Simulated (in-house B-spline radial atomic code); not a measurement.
Atomic self-consistent-field run: neutral phosphorus. Level of theory: non-relativistic r2SCAN, spin-polarised, spherical fractional occupations, point nucleus, inside a hard spherical wall at 2.39 bohr; calculated with a B-spline radial code for spherical atoms.

Command:
```bash
python run_scf.py task.json out
```
Settings:
```
Z                15
configuration    [Ne] 3s2 3p3
hamiltonian      nr
method           r2scan
spin_polarised   True
wall_radius      2.39
```

Output (hartree, bohr):
```
 radial grid: 36 intervals, B-splines of order 8, outer radius 2.39 bohr

 iter        energy (Eh)    residual
    1        -337.717364    3.09e-02
    2        -337.720210    1.44e-03
    3        -337.720228    7.34e-04
    4        -337.720230    3.86e-04
    5        -337.720231    4.21e-05
    6        -337.720231    1.65e-05
    7        -337.720231    8.01e-07
    8        -337.720231    2.97e-08

 total energy                      -337.72023
 kinetic                             352.3459
 electron-nucleus                   -834.2600
 Hartree                             168.6438
 exchange-correlation                -24.4500

 orbital      occ     eigenvalue          <r>       <r^2>       <1/r>       r_max
 1s up      1.000       -75.4206     0.104056   0.0145711     14.5549     0.06807
 1s down    1.000       -75.3700     0.103991   0.0145514     14.5615     0.06806
 2s up      1.000        -5.3611     0.526239    0.331783      2.7916      0.4214
 2s down    1.000        -5.3328     0.526731    0.331485     2.78047      0.4228
 2p up      3.000        -3.5035     0.495952    0.311327     2.66748      0.3576
 2p down    3.000        -3.4475     0.496553    0.310751     2.65806      0.3598
 3s up      1.000         0.5101      1.37004     2.05756    0.998213       1.408
 3s down    1.000         0.7404      1.36947     2.05708    0.999923       1.405
 3p up      3.000         1.0203      1.37298     2.08635    0.984689       1.446
```

Time taken, with all properties: 0.07 s on 1 thread of Arm Neoverse V1 (shared host).
